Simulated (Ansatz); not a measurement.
Geometry optimisation, Ansatz 0.2.0, RKS BLYP/def2-SVP.

Input:

```yaml
crystal:
  periodic: [false, false, false]
  atoms:
    - { symbol: Si, position_ang: [-0.542746, -0.06134, -0.381287] }
    - { symbol: Cl, position_ang: [0.079925, 1.035112, 2.710924] }
    - { symbol: F, position_ang: [0.532288, -1.092573, 0.277368] }
    - { symbol: H, position_ang: [-0.049732, 1.332893, -0.371898] }
    - { symbol: F, position_ang: [-0.713514, -0.570311, -1.921882] }
    - { symbol: S, position_ang: [-2.471821, -0.245736, 0.580109] }
    - { symbol: H, position_ang: [-2.678379, -1.532137, 0.167356] }
    - { symbol: H, position_ang: [-0.931819, 0.155292, 2.63831] }
basis:
  gaussian: { orbitals: def2-SVP }
hamiltonian:
  xc: blyp
relax:
  f_tol: 0.03
  max_steps: 50
```

Launched with:

```bash
$ ansatz run input.yaml --threads 2 --pin off --max-ram 3072MiB --backend cpu --events-out ev --progress --plain --runs-dir out
```

Q: Where does it end, and by what steps?

A: It converged. After 13 steps the energy has fallen by 0.096 eV; Cl2 moved furthest, 0.58 Å.

| step | energy less start (eV) | largest force component (eV/Å) | accepted |
| --- | --- | --- | --- |
| 0 | 0.0000 | 0.644 | yes |
| 1 | -0.0510 | 0.554 | yes |
| 2 | -0.0663 | 0.480 | yes |
| 3 | -0.0685 | 0.584 | yes |
| 4 | -0.0719 | 0.691 | yes |
| 5 | -0.0710 | 0.949 | no |
| 6 | -0.0887 | 0.184 | yes |
| 7 | -0.0909 | 0.105 | yes |
| 8 | -0.0932 | 0.103 | yes |
| 9 | -0.0934 | 0.100 | yes |
| 10 | -0.0950 | 0.099 | yes |
| 11 | -0.0955 | 0.076 | yes |
| 12 | -0.0959 | 0.054 | yes |
| 13 | -0.0961 | 0.009 | yes |

```xyz
8
Properties=species:S:1:pos:R:3
Si -0.546 -0.103 -0.579
Cl -0.039 0.884 3.257
F 0.491 -1.192 0.041
H -0.004 1.274 -0.518
F -0.759 -0.535 -2.134
S -2.419 -0.181 0.500
H -2.434 -1.546 0.544
H -1.067 0.419 2.590
```

Time of the run: 30 s on 2 threads of Arm Neoverse V1 (shared host), peak memory 0.15 GiB.
